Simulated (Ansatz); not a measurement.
Total energies of `[O]=[Re](=[O])(=[O])[OH]`.

Cartesian coordinates in Å:
```
O 1.717 -0.520 0.373
Re 0.188 0.210 0.342
O 0.353 1.774 -0.285
O -0.455 0.276 1.907
O -0.987 -0.789 -0.702
H -0.816 -0.951 -1.635
```

Total charge 0; spin multiplicity 1. Correlated methods include outer-core shells of Re, which these sets cover unevenly. Re: def2 effective core potential. The geometry is a stationary point of PBE0-D4/def2-TZVP. It is one conformer, not always the lowest. Basis def2-TZVPP, Ansatz 0.2.0.

RPA on PBE orbitals: Hartree–Fock energy of these orbitals -377.63877 Eh, correlation -2.18191 Eh (frozen core).

```tsv
functional	energy without D4 (Eh)	D4 term (kJ/mol)
LDA (SPW92)	-377.88539	–
PBE	-379.86115	-14.2
revPBE	-380.10116	-38.8
BLYP	-380.07644	-31.0
B97M-V	-379.99407	–
PBE0	-379.74611	-11.9
B3LYP	-380.10285	-23.2
r2SCANh	-379.94138	-3.4
r2SCAN0	-379.84724	-3.8
BHLYP	-379.73636	-19.2
LC-ωPBE	-379.89590	–
ωB97M-V	-379.88821	–
B2PLYP	-379.79520	–
PBE-QIDH	-379.60396	–
```

Problem. Give the same for r2SCAN, HSE06 (plane-wave form), CAM-B3LYP, ωB97X-V. (Best estimate.)

Solution. Ansatz gave: 
```tsv
functional	energy without D4 (Eh)	D4 term (kJ/mol)
r2SCAN	-380.00572	-3.2
HSE06 (plane-wave form)	-379.73387	-11.2
CAM-B3LYP	-379.92210	-12.2
ωB97X-V	-379.91937	–
```

B3LYP takes the VWN-RPA correlation (the form of Gaussian; ORCA's B3LYP/G). HSE06 is the plane-wave form, built on full-range PBE exchange. The double hybrids freeze the cores in their second-order part.

LC-ωPBE has ω = 0.4 bohr⁻¹.
